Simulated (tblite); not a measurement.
C5H2BrN3.
Atom-mapped SMILES: `[N:1]#[C:2][c:3]1[cH:4][n:5][c:6]([Br:7])[n:8][cH:9]1` (hydrogens: H10 on C4; H11 on C9)

Computed with GFN2-xTB (tblite), gas phase: L-BFGS steps from a force-field or distance-geometry start until the largest atomic force falls under 0.01 eV/Å.

Step 3: E = -667.1784 eV
```
atom  x, y, z in Å  |  force x, y, z in eV/Å
N1      3.4341    0.0181   -0.0051   -0.632   0.012  -0.020
C2      2.2844    0.0169   -0.0101    0.156  -0.031   0.044
C3      0.8622    0.0052   -0.0026    0.132   0.107  -0.054
C4      0.1014    1.1788   -0.0006   -0.541   0.081   0.078
N5     -1.2281    1.1654    0.0073    0.519   0.120  -0.046
C6     -1.8232   -0.0106   -0.0010    0.206  -0.062   0.028
Br7    -3.7221   -0.0200   -0.0040    0.501  -0.011   0.002
N8     -1.2098   -1.1795   -0.0033    0.384  -0.054  -0.017
C9      0.1184   -1.1759   -0.0048   -0.523  -0.257  -0.010
H10     0.5804    2.1458    0.0097   -0.088   0.141  -0.018
H11     0.6077   -2.1413   -0.0114   -0.114  -0.047   0.013
```

Step 4: E = -667.1916 eV
```
atom  x, y, z in Å  |  force x, y, z in eV/Å
N1      3.4288    0.0182   -0.0054   -0.160   0.010  -0.014
C2      2.2827    0.0165   -0.0094   -0.287  -0.024   0.032
C3      0.8617    0.0059   -0.0035    0.008   0.026  -0.031
C4      0.0973    1.1798    0.0007   -0.095   0.085   0.050
N5     -1.2237    1.1666    0.0065    0.133   0.042  -0.027
C6     -1.8194   -0.0111   -0.0005    0.189  -0.010   0.014
Br7    -3.7138   -0.0202   -0.0039    0.436  -0.009   0.003
N8     -1.2068   -1.1804   -0.0036    0.084  -0.036  -0.007
C9      0.1142   -1.1779   -0.0049   -0.103  -0.134  -0.016
H10     0.5786    2.1476    0.0094   -0.098   0.100  -0.013
H11     0.6058   -2.1423   -0.0112   -0.108  -0.049   0.010
```

Task: Estimate the geometry and energy of step 5. (The exact step hangs on the optimiser's Hessian estimate; all steps are aligned on step 4, rigid shifts and turns removed.)

Result: E = -667.2040 eV, largest force 0.535 eV/Å
```
atom  x, y, z in Å  |  force x, y, z in eV/Å
N1      3.4184    0.0186   -0.0061    0.258   0.007  -0.006
C2      2.2753    0.0155   -0.0079   -0.535  -0.014   0.010
C3      0.8587    0.0064   -0.0053   -0.143  -0.041   0.013
C4      0.0949    1.1828    0.0034    0.234   0.033  -0.005
N5     -1.2193    1.1684    0.0050   -0.126   0.017   0.007
C6     -1.8103   -0.0113    0.0005    0.084   0.023  -0.013
Br7    -3.6938   -0.0206   -0.0038    0.230  -0.006   0.004
N8     -1.2043   -1.1825   -0.0042   -0.083  -0.047   0.009
C9      0.1110   -1.1816   -0.0054    0.192   0.028  -0.021
H10     0.5739    2.1517    0.0087   -0.059   0.092  -0.002
H11     0.6009   -2.1447   -0.0108   -0.052  -0.092   0.005
```

The energy changes by -0.0124 eV. The first-order estimate −F·Δx gives -0.0184 eV and the mean of the old and new forces, exact on a quadratic surface, -0.0123 eV. The step makes an angle of 16° with the force vector and moves no atom by more than 0.020 Å.

The cost below is that of the whole relaxation. Time: 0.13 s. Hardware: one thread of an Arm Neoverse N1 (shared host).
